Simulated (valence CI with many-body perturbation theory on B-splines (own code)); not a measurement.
**Ba XLII: E2, M1, M2 decay**

Level of theory: valence CI with perturbative core correlation (CI+MBPT): five valence electrons over a frozen Dirac-Fock core [Ne], a basis of 11 s, 11 p, 10 d, 8 f, 5 g, 2 h functions for each j, with the one-electron correlation potential Σ1 (screened to all orders), the two-electron term Σ2, the three-electron term Σ3, Breit, model QED; selected single and double excitations, second order for the rest, scaled by the run's own slope (own B-spline code, finite nucleus).

No measured spectrum was set against this ion. As an estimate, large intervals hold to a few tenths of a per cent, small ones and those within an open d or f shell to about a per cent. Among the levels kept, up to 3200 cm⁻¹ of a level comes from second order outside the variational space, and about a tenth of that is noise between levels of different J, which matters for small intervals.

Lines 1 to 17 of 17 in falling wavelength, among levels below 598.35 eV, chosen from the decays that carry over 1 % of a level's rate. Wavelengths and rates use the calculated energies. Electric multipoles are in the length gauge, E1 and E2 with the static RPA response of the core. S is in atomic units (e²a₀⁴ for E2 and M2, e²a₀⁶ for E3), for M1 in squared Bohr magnetons. Weak lines are less certain than strong ones. Lines between different terms over intervals too small for the method are left out, as are lines whose strength nearly cancels.

Levels are named by their leading jj configuration (3d3/2^4 stands for four electrons in 3d with j = 3/2), which in mixed levels can hold well under half, so a name can repeat and another be missing. Letters in brackets count levels of one name in rising energy.

```
λ vac (Å)                           Upper                               Lower  Type   A (s⁻¹)  S (a.u.)
     1379  (3s^2 3p1/2 3p3/2 3d5/2) J=9/2  (3s^2 3p1/2 3p3/2 3d5/2) J=7/2 [a]    M1  1.82e+03  1.77e+00
    547.8  (3s^2 3p1/2 3p3/2 3d5/2) J=9/2      (3s^2 3p1/2 3p3/2 3d3/2) J=7/2    M1  7.27e+04  4.43e+00
    180.2  (3s^2 3p1/2 3p3/2 3d3/2) J=7/2          (3s^2 3p1/2^2 3d5/2) J=5/2    M1  4.65e+04  8.07e-02
    173.1  (3s^2 3p1/2 3p3/2 3d5/2) J=9/2          (3s 3p1/2^2 3p3/2^2) J=5/2    E2  1.68e+03  2.34e-03
    168.7      (3s^2 3p3/2^2 3d5/2) J=9/2  (3s^2 3p1/2 3p3/2 3d5/2) J=7/2 [b]    M1  1.71e+06  3.05e+00
    145.0      (3s^2 3p1/2 3p3/2^2) J=3/2          (3s^2 3p1/2^2 3p3/2) J=3/2    M1  6.59e+06  2.98e+00
    143.0            (3s^2 3p3/2^3) J=3/2          (3s^2 3p1/2 3p3/2^2) J=1/2    M1  1.66e+06  7.18e-01
    137.7      (3s^2 3p3/2^2 3d5/2) J=9/2      (3s^2 3p1/2 3p3/2 3d5/2) J=9/2    M1  3.09e+06  2.99e+00
    135.6  (3s^2 3p1/2 3p3/2 3d5/2) J=9/2          (3s^2 3p1/2^2 3d5/2) J=5/2    E2  1.21e+04  4.95e-03
    131.8      (3s^2 3p1/2 3p3/2^2) J=5/2          (3s^2 3p1/2^2 3p3/2) J=3/2    M1  1.19e+06  6.04e-01
    131.8      (3s^2 3p1/2 3p3/2^2) J=5/2          (3s^2 3p1/2^2 3p3/2) J=3/2    E2  3.78e+04  8.07e-03
    127.5            (3s^2 3p3/2^3) J=3/2          (3s^2 3p1/2 3p3/2^2) J=5/2    M1  2.23e+06  6.86e-01
    125.2      (3s^2 3p3/2^2 3d5/2) J=9/2  (3s^2 3p1/2 3p3/2 3d5/2) J=7/2 [a]    M1  2.66e+06  1.94e+00
    118.5      (3s^2 3p1/2 3p3/2^2) J=1/2          (3s^2 3p1/2^2 3p3/2) J=3/2    M1  4.82e+06  5.95e-01
    117.2            (3s^2 3p3/2^3) J=3/2          (3s^2 3p1/2 3p3/2^2) J=3/2    M1  9.68e+06  2.31e+00
    110.1      (3s^2 3p3/2^2 3d5/2) J=9/2      (3s^2 3p1/2 3p3/2 3d3/2) J=7/2    M1  2.09e+05  1.03e-01
    68.46  (3s^2 3p1/2 3p3/2 3d5/2) J=9/2          (3s^2 3p1/2 3p3/2^2) J=5/2    M2  2.54e+03  3.42e-05
```
